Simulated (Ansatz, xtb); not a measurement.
Isomers of C4H4F4Se in order of energy

4 gas-phase structures of C4H4F4Se, from a drawn sample of its isomers (lower ones may exist). Each was relaxed with GFN2-xTB; where two conformers were screened, the lower at r2SCAN-D4/def2-SVP//GFN2-xTB is listed:

A. `C=C(F)[Se]CC(F)(F)F`, a singlet
B. `F/C=C/C[Se]C(F)(F)F`, a singlet
C. `F/C=C/[C@H]([SeH])C(F)(F)F`, a singlet
D. `FC(F)(F)C1(F)C[Se]C1`, a singlet

Make a reasoned guess at their ranking by r2SCAN-D4/def2-SVP//GFN2-xTB single-point energy.

Calculated order at r2SCAN-D4/def2-SVP//GFN2-xTB: D (0.0), C (29.1), A (32.2), B (59.8) kJ/mol. Less than 1 kcal/mol parts C and A, so the order within that pair means little.

Energies above the lowest of each column, in kJ/mol; the last columns are at r2SCAN-D4/def2-SVP geometries (a dash: not run or not comparable):

| structure | GFN2-xTB | HF/STO-3G | r2SCAN-D4/def2-SVP//GFN2-xTB | r2SCAN-D4/def2-SVP | CCSD(T)/def2-SVP + ΔMP2/def2-TZVPP |
| --- | --- | --- | --- | --- | --- |
| D | 0.0 | 0.0 | 0.0 | 0.0 | 0.0 |
| C | 38.8 | 123.5 | 29.1 | 27.3 | 31.9 |
| A | 47.9 | 94.9 | 32.2 | 29.1 | 30.2 |
| B | 47.9 | 110.2 | 59.8 | 59.5 | – |

Every level run on D puts it lowest or level with the lowest. CCSD(T)/def2-SVP + ΔMP2/def2-TZVPP orders those it was run on as D (0.0), A (30.2), C (31.9) kJ/mol. Less than 1 kcal/mol parts A and C, so the order within that pair means little. Flexible structures stand in one conformer each, not always the lowest. Frequencies (GFN2-xTB) were run for A, C, D alone. The ΔMP2 step shifts differences by up to 17.1 kJ/mol, which makes them less sure. ΔMP2 is the change of the MP2 energy from the smaller to the larger basis.

Over these structures GFN2-xTB departs from r2SCAN-D4/def2-SVP//GFN2-xTB by 9.3 kJ/mol on average once a common shift is removed. A GFN2-xTB relaxation took about 0.22 s and the r2SCAN-D4/def2-SVP//GFN2-xTB energy about 3.3 s on a shared host (Ansatz 0.2.0, xtb 6.7.1).
